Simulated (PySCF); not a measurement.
InF₃, SMILES [F][In]([F])[F]. The structure is a stationary point at PBE-D3(BJ)/def2-SVP. The isomer is the one that the SMILES or the coordinates give; other isomers of the formula were not compared. The def2 effective core potentials stand for the cores of In; spin–orbit coupling is left out.

Calculation: PBE-D3(BJ)/def2-SVP in PySCF.

Harmonic wavenumbers (cm⁻¹): 109, 109, 138, 570, 619, 619. Rotational constants (GHz): 4.625, 4.625, 2.313; symmetry number 6.

Work out the zero-point energy and the ideal-gas rigid-rotor harmonic-oscillator thermochemistry at 298.15 K and 1 atm.

ZPE = ½ Σ hcν = ½ × 2164 cm⁻¹ = 12.95 kJ/mol. H − E(el) = 29.63 kJ/mol. Entropy in J/(mol K): translation 172.93, rotation 95.05, vibration 44.99, total 312.96. G − E(el) = -63.68 kJ/mol. Cp = 70.40 J/(mol K). Modes under 150 cm⁻¹ make the vibrational entropy uncertain.
